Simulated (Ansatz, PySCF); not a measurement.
Reaction (SMILES): [CH3][GeH][CH3] -> [CH2][GeH2][CH3]
Structures are relaxed separately at B3LYP-D3(BJ)/def2-TZVP in Ansatz (an electronic-structure program), one conformer each, not searched for the lowest.

Quantity: isomerisation energy (0 K, with B3LYP-D3(BJ) harmonic zero-point energies from PySCF), in kJ/mol. Correlated levels leave the core frozen unless marked. Open shells are spin-unrestricted. No spin-orbit coupling. Frozen are the shells of the preceding noble gas and the d and f shells that filled before the atom's block. No relativistic terms. CBS marks a two-point X^-3 extrapolation of the correlation energy; Hartree-Fock from the larger set.

CCSD(T)/CBS(aug-cc-pVTZ,aug-cc-pVQZ) (Ansatz) gives 68.0 kJ/mol.

Q: Another calculation gave 68.0 kJ/mol. Which level was it?
(A) PBE-QIDH/def2-TZVPD (Ansatz)
(B) SVWN5/def2-TZVPD (Ansatz)
(C) BHLYP/def2-TZVPD (Ansatz)

A: A, PBE-QIDH/def2-TZVPD (Ansatz). The others give 84.4 (SVWN5), 56.9 (BHLYP) kJ/mol.
